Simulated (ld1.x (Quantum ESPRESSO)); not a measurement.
## Transferability test, TM potential for boron

- Element: B (Z = 5)
- Generator: ld1.x (Quantum ESPRESSO) 7.5
- Type: norm-conserving Troullier–Martins (Kleinman–Bylander form)
- Functional: PBE
- Relativity: scalar-relativistic
- Frozen core: [He]
- Valence charge: 3
- Reference configuration: 2s2 2p1
- Partial waves: 2s (bound): rc 1.30 bohr; 2p (bound): rc 4.10 bohr; 3d channel at 0.1 Ry: rc 4.00 bohr
- Local potential: all-electron potential smoothed inside 1.75 bohr (lloc = -1)
- Core correction: Bessel-smoothed model core inside 0.80 bohr

Energies are relative to the spin-unpolarised reference configuration 2s2 2p1; without spin polarisation the order of configurations can differ from experiment.

```json
{"valence configuration": "2s2 2p0", "charge": "+1", "ΔE all-electron (eV)": "8.220", "error AE − PS (meV)": "+255"}
{"valence configuration": "2s1 2p0", "charge": "+2", "ΔE all-electron (eV)": "33.642", "error AE − PS (meV)": "+710"}
{"valence configuration": "2s2 2p0.5", "charge": "+0.5", "ΔE all-electron (eV)": "2.887", "error AE − PS (meV)": "+40"}
{"valence configuration": "2s0 2p3", "charge": "0", "ΔE all-electron (eV)": "11.721", "error AE − PS (meV)": "-212"}
{"valence configuration": "2s2 2p1.3", "charge": "-0.3", "ΔE all-electron (eV)": "-0.738", "error AE − PS (meV)": "+4.4"}
{"valence configuration": "2s1 2p2", "charge": "0", "ΔE all-electron (eV)": "5.851", "error AE − PS (meV)": "-53"}
{"valence configuration": "2s1 2p1", "charge": "+1", "ΔE all-electron (eV)": "14.361", "error AE − PS (meV)": "-120"}
```

Levels in the configuration 2s2 2p0:

```
level  all-electron (eV)  pseudo (eV)
   2s            -19.511      -19.128
```
